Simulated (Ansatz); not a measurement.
Species: C4H9O, SMILES `C1CC[OH+]C1` (charge 1, multiplicity 1).

Problem. Give a relaxed geometry from PBE0-D4/def2-TZVP (Ansatz, an electronic-structure program).

Solution. Several could match; the one computed here: the end point of this relaxation, one of several conformers (outside a Z-matrix the atoms follow the SMILES, hydrogens last).
Cartesian coordinates (Å) in one orientation:
```xyz
14

C      0.316    -1.121    -0.118
C     -0.980    -0.423    -0.529
C     -0.981     0.836     0.293
O      0.479     1.203     0.297
C      1.324    -0.002    -0.055
H      0.625    -1.878    -0.838
H      0.208    -1.603     0.856
H     -1.862    -1.026    -0.312
H     -0.982    -0.187    -1.595
H     -1.269     0.677     1.332
H     -1.493     1.693    -0.138
H      0.763     1.659     1.103
H      2.086    -0.087     0.717
H      1.766     0.259    -1.013
```
